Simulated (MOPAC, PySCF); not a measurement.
H3BS2, SMILES `SBS` (H–S–B–S torsion 0°, S–B–S–H torsion 0°), neutral singlet in the gas phase. 

Cartesian coordinates (Å):
SMILES: SBS
```xyz
6

S      1.5885     0.2857     0.0139
B     -0.1429     0.7325     0.0301
S     -1.5796    -0.3313    -0.0152
H      1.4737    -1.0536    -0.0430
H     -0.3701     1.8964     0.0780
H     -0.9697    -1.5296    -0.0638
```
Charge 0, spin multiplicity 1.

All levels are single points at this geometry (B3LYP-D3(BJ)/def2-TZVP); Pople sets use spherical d functions. Orbital energies aren't observables, and empty levels follow the basis.

```csv
level,HOMO (eV),LUMO (eV),gap (eV),dipole (D),"vertical IE, Delta-SCF (eV)"
B3LYP-D3(BJ)/def2-TZVP in PySCF,-7.39,-1.11,6.28,1.44,9.72
PBE-D3(BJ)/def2-TZVP in PySCF,-6.49,-1.85,4.64,1.52,9.56
B3LYP/3-21G in PySCF,-7.55,-1.03,6.52,1.84,–
B3LYP/6-311+G** in PySCF,-7.44,-1.15,6.29,1.58,–
B3LYP/6-31G* in PySCF,-7.32,-0.86,6.46,1.56,9.73
B3LYP/LANL2DZ in PySCF,-7.54,-1.00,6.54,1.93,–
BP86/6-31G* in PySCF,-6.52,-1.71,4.81,1.66,–
PBE/6-31G* in PySCF,-6.42,-1.63,4.79,1.68,9.56
HF/3-21G in PySCF,-10.62,2.56,13.19,1.58,–
HF/6-31G* in PySCF,-10.31,2.92,13.24,1.38,–
HF/STO-3G in PySCF,-7.34,7.55,14.88,1.43,–
AM1 in MOPAC,-9.66,-0.20,9.46,1.77,–
PM3 in MOPAC,-9.64,-0.31,9.34,2.32,–
```
